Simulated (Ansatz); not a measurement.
PbI2⁺ (the lowest doublet isomer of a short search). Total charge 1; doublet. Geometry PBE0-D4/def2-SVP, basis def2-TZVP, Ansatz.

Cartesian coordinates in Å:
```
Pb 1.400 0.696 0.195
I -0.103 -1.178 -1.414
I -1.297 0.482 1.219
```

```csv
run,HOMO (eV),LUMO (eV)
A,-10.99,-10.44
B,-11.20,-9.99
C,-10.64,-9.99
D,-13.89,-7.62
E,-11.96,-9.38
F,-10.85,-10.10
```

In the def2 sets I, Pb take a core potential; there is no spin–orbit coupling. The structure comes from a short search, and lower isomers may exist.

HOMO and LUMO are taken over both spins.

Question: The runs used BLYP, LDA (SPW92), PBE, PBE0, r2SCAN, ωB97M-V. Estimate which is which.

Answer: A LDA (SPW92) (0 % exact exchange); B r2SCAN (0 % exact exchange); C BLYP (0 % exact exchange); D ωB97M-V (range-separated); E PBE0 (25 % exact exchange); F PBE (0 % exact exchange). Exact exchange lowers occupied and raises empty levels; among semilocal functionals meta-GGAs tend to open the gap a little, and such runs are hard to tell apart. The gap grows from 0.55 eV (LDA (SPW92)) to 6.28 eV (ωB97M-V).
